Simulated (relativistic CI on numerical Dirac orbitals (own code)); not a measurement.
Ni2+ in a cubic cluster: 2p photoemission with charge transfer

Computed with a charge-transfer multiplet model of a cubic metal-ligand cluster with up to 2 ligand holes, Slater and spin-orbit integrals from Dirac-Coulomb-Breit ions, Slater integrals scaled by 0.7. The ground state mixes d8 with configurations of k ligand holes L, whose averages lie at kΔ + k(k − 1)U_dd/2; a core hole lowers each added d electron by U_cd. 20 K, Lorentzian 0.6 eV and Gaussian 0.8 eV FWHM.

Atomic integrals in eV (Slater integrals scaled, ζ unscaled), ground: F2dd 8.519, F4dd 5.287, zeta_d 0.080; with the core hole: F2dd 9.781, F4dd 6.109, zeta_d 0.114, zeta_core 11.406, F2cd 5.866, G1cd 4.475, G3cd 2.546.

Cluster parameters (eV): Δ = 3.1, U_cd = 7.2, 10Dq = 1.25, 10Dq(ligand) = 1.2, V(eg) = 2.9, V(t2g) = -1.46, final-state hopping factor = 1.

Weights, n_d and S are thermal averages at 20 K. Binding energies count from the first peak over 30 % of the highest in each spectrum, which can be another peak from case to case. The parameters are a model scan and need not match a compound or its usual spin state. Peaks in eV (height, largest 100): 0.0 (100), 7.9 (26), 17.5 (51), 25.4 (16).

Task: Which parameters give this spectrum?
A. U_dd = 4.8 eV
B. U_dd = 8.3 eV
C. U_dd = 7.6 eV
D. U_dd = 6.9 eV
E. U_dd = 6.2 eV

Result: B. U_dd = 8.3 eV; the ground state then has 8.34 d electrons and S = 1.00. The choice follows from running the model for each set and comparing peak positions and heights.
